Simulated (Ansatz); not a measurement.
Computed with Ansatz on PBE0-D4/def2-TZVP structures; ΔE is electronic, products minus reactants. CBS: MP2 limit from def2 TZ/QZ plus the TZ coupled-cluster correction, frozen cores. This one scheme is used for every species. Functionals use def2-TZVPP. For Se outer-core shells are correlated without core-valence functions, which leaves a few kJ/mol of doubt a bond. Scalar relativity is left out up to krypton. Each species was taken in one conformer, which may not be the lowest.

`B[Se][SiH2]C` + `CF` → `B[Se]CF` + `C[SiH3]`  (formal exchange of groups at the Se–Si bond)

Problem. Is it downhill or uphill in electronic energy at CCSD(T)/CBS, and by how much? (Best estimate.)

Solution. Computed: Uphill: ΔE = +25.1 kcal/mol.

Problem. What do these levels give: ωB97M-V, PBE0, CCSD/def2-TZVPP, HF/def2-QZVPP, MP2/def2-QZVPP, SCS-MP2/def2-QZVPP? (Estimate.)

Solution. The calculation gave: ωB97M-V 23.8, PBE0 23.7, CCSD/def2-TZVPP 23.9, HF/def2-QZVPP 25.2, MP2/def2-QZVPP 25.9, SCS-MP2/def2-QZVPP 24.9 kcal/mol.

Largest T1 diagnostic among the species: 0.013.

From PBE to PBE0 (25 % exact exchange), in def2-TZVPP and without D4, ΔE moves by +1.8 kcal/mol. The D4 term adds +1.4 kcal/mol with B3LYP and +0.8 kcal/mol with PBE0; it sums over pairs of atoms, weighted by their polarisabilities, and B3LYP, whose exchange is more repulsive, gets the larger term.

B3LYP here is the variant with VWN-RPA as its local correlation; programs differ in this.
